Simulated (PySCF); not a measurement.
**How methods differ on the ionisation energy of Rb⁺**

Rb⁺ [Kr] (1S) → Rb²⁺ [Ar] 3d10 4s2 4p5 (2P), as a difference of total energies. Computed with PySCF 2.14 in jorge-DZP-DKH, with scalar relativity by spin-free X2C-1e. Correlated levels: valence: [Ar] 3d10 4s2 frozen. The calculations carry no spin-orbit coupling.

**Question.** Order these methods by the ionisation energy they give, lowest first.
A. BP86
B. PBE
C. UHF
D. CCSD(T) (valence)

**Answer.** C (27.198 eV), D (27.879 eV), B (28.215 eV), A (28.355 eV).

The reference lies between the lowest fine-structure levels, while these numbers refer to the centres of the terms.

Errors of the correlated levels include the incompleteness of this basis and the frozen core.

For comparison: 27.290 eV (measured; NIST Atomic Spectra Database, ionization energies).
